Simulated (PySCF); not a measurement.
BrFH3NSi, SMILES N[SiH](F)Br. Atoms are numbered in the order given.

```xyz
7

Si     0.3191    -0.9064     0.3256
N      2.0039    -0.7394     0.2142
F     -0.3289    -1.8816    -0.7979
Br    -0.5868     1.0817    -0.0172
H     -0.0683    -1.4662     1.6373
H      2.6319    -1.4527     0.5660
H      2.4397    -0.1416    -0.4779
```
Charge 0, spin multiplicity 1.

The structure is a stationary point at PBE0-D3(BJ)/def2-SVP. The structure was generated by enumeration, and PubChem lists no compound with its InChIKey, so it may never have been made. The values are those of a single conformer.

Two levels are set side by side: PBE/pcSseg-1 (PySCF) and B3LYP/pcSseg-1 (PySCF). GIAO shifts against CFCl3 (¹⁹F), NH3 (¹⁵N), TMS (²⁹Si), TMS (¹H) at the same level; non-relativistic, no solvent, atoms listed together averaged. Without spin–orbit terms, shifts of atoms bonded to Cl or Br come out too high at both levels. Differences are taken from unrounded values.

```tsv
quantity	PBE
δ(²⁹Si) of Si1 (ppm)	-10.7
δ(¹⁵N) of N2 (ppm)	53.9
δ(¹⁹F) of F3 (ppm)	-121.2
δ(¹H) of H5 (ppm)	5.75
δ(¹H) of H6, H7 (ppm)	1.85
```

Task: These are the PBE values. What does B3LYP give? (The exact figures need the calculation; the answer reports its results.)

Result: 
| quantity | B3LYP | PBE minus B3LYP |
|---|---|---|
| δ(²⁹Si) of Si1 (ppm) | -14.6 | 3.9 |
| δ(¹⁵N) of N2 (ppm) | 49.0 | 4.8 |
| δ(¹⁹F) of F3 (ppm) | -113.8 | -7.4 |
| δ(¹H) of H5 (ppm) | 5.44 | 0.31 |
| δ(¹H) of H6, H7 (ppm) | 1.83 | 0.03 |

Rough cost on one machine, each run with all the roots and properties that it gave: B3LYP against PBE within a factor of 2.
